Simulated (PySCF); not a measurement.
**Electronic structure of Pt³⁺ (platinum, charge +3) at the UHF level**

Configuration: [Xe] 4f14 5d7, high-spin 4F determinant. Calculation: PySCF 2.14, in ANO-RCC-VTZP (8s7p5d3f1g, 84 functions); scalar relativity by spin-free X2C-1e.

```json
{
 "Total energy": "-18407.511187 hartree",
 "One-electron energy": "-25152.3880 hartree",
 "Hartree (Coulomb) energy": "7100.1722 hartree",
 "Exchange energy": "-355.2953 hartree",
 "⟨S²⟩": "3.7545",
 "⟨L²⟩": "12.040",
 "Sum of ⟨r⟩": "37.92 bohr",
 "Sum of ⟨r²⟩": "37.23 bohr²",
 "Langevin diamagnetic susceptibility": "-29.5 ×10⁻⁶ cm³/mol"
}
```

```
shell  electrons  mean orbital energy (hartree)  spread (hartree)  rms radius, mean of both spins (bohr)
 1s β          1                    -2897.43623                 0                                 0.0194
 1s α          1                    -2897.43537                 0                                 0.0194
 2s α          1                     -515.58748                 0                                 0.0782
 2s β          1                     -515.57198                 0                                 0.0782
 2p α          3                     -448.74529                 0                                 0.0716
 2p β          3                     -448.72914                 0                                 0.0716
 3s α          1                     -124.58501                 0                                  0.200
 3s β          1                     -124.58104                 0                                  0.200
 3p α          3                     -104.70351                 0                                  0.202
 3p β          3                     -104.69866                 0                                  0.202
 3d α          5                      -82.20042           0.00421                                  0.185
 3d β          5                      -82.18678           0.01346                                  0.185
 4s α          1                      -29.12822                 0                                  0.441
 4s β          1                      -29.10912                 0                                  0.441
 4p α          3                      -22.46714                 0                                  0.469
 4p β          3                      -22.44718                 0                                  0.469
 4d α          5                      -14.04456           0.01234                                  0.503
 4d β          5                      -14.01367           0.02909                                  0.503
 5s α          1                       -5.78478                 0                                   1.02
 5s β          1                       -5.62208                 0                                   1.02
 4f α          7                       -4.67902           0.01578                                  0.564
 4f β          7                       -4.65885           0.00490                                  0.564
 5p α          3                       -3.95592                 0                                   1.17
 5p β          3                       -3.72235                 0                                   1.17
 5d α          5                       -1.71200           0.04202                                   1.58
 5d β          2                       -1.61639                 0                                   1.58
```

Spin-orbit coupling, absent here, splits the open shell strongly.

Densities and radii are taken from the X2C orbitals without a picture-change correction, which distorts them close to the nucleus.

Spin-orbit constants ζ (cm⁻¹) from the X2C one-electron operator on these orbitals: bare nucleus, nucleus screened by l(l+1)(2l+1)/3 electrons, and screened by the Breit-Pauli mean field of the electrons.

```
shell     bare  screened nucleus  mean field
   2p  8682000           8460000         n/a
   3p  1929000           1879000         n/a
   3d   298300            260000         n/a
   4p   454200            442600         n/a
   4d    61740             53830         n/a
   4f    12140              7781         n/a
   5p    70370             68570         n/a
   5d     6019              5247         n/a
```

To first order the Landé constant is A = -1749 cm⁻¹, so the lowest level has J = 9/2 and lies 0.976 eV below the centre of the term. This holds in LS coupling only.
